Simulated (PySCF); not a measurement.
# Continuum solvent and chemical shifts

Bonds (- single, = double, # triple, : aromatic): C1=C2, C2-C3, C3-C4, C4-C5, C5=C6, C6-C7, C7-C8, C7-C1, C8-C3, C8-C4. C1 carries H9; C2 carries H10; C3 carries H11; C4 carries H12; C5 carries H13; C6 carries H14; C7 carries H15; C8 carries H16.

GIAO PBE0/pcSseg-1 in PySCF 2.14.0 with density-fitted response routines on one PBE0-D3(BJ)/def2-SVP conformer, non-relativistic, equivalent nuclei averaged. Solvents enter as an IEF-PCM continuum (acetone with ε = 20.5, acetonitrile with ε = 35.7) around the gas-phase geometry. Shifts are referred to TMS computed in the same medium.

Gas phase, δ in ppm: C1/C6 138.1, C2/C5 128.7, C7 56.3, C8 51.4, C3/C4 44.9, H9/H14 5.77, H10/H13 5.24, H15 2.97, H16 2.83, H11/H12 2.70. Dipole moment 0.23 D.

Q: How does each δ change in the continuum?

A: 
| atoms | environment | Δδ, acetone | Δδ, acetonitrile |
| --- | --- | --- | --- |
| C1/C6 | alkene CH | +2.2 | +2.3 |
| C2/C5 | alkene CH | +1.3 | +1.4 |
| C7 | allylic sp3 CH | +0.9 | +1.0 |
| C8 | three-membered-ring carbon | +1.1 | +1.2 |
| C3/C4 | three-membered-ring carbon | +0.8 | +0.9 |
| H9/H14 | hydrogen on an alkene CH | +0.18 | +0.19 |
| H10/H13 | hydrogen on an alkene CH | +0.15 | +0.16 |
| H15 | hydrogen on an allylic sp3 CH | +0.13 | +0.13 |
| H16 | hydrogen on a three-membered-ring carbon | +0.15 | +0.16 |
| H11/H12 | hydrogen on a three-membered-ring carbon | +0.21 | +0.22 |

Changes are relative to the gas phase. The dipole moment becomes 0.32 D in acetone, 0.33 D in acetonitrile.

Q: Which nuclei move most (in ppm), and what does the model miss?

A: C1/C6 (alkene CH, +2.3 ppm) in acetonitrile. A continuum only polarises the solute; specific hydrogen bonds, the anisotropy of aromatic solvents and changes of geometry or conformer are outside it.
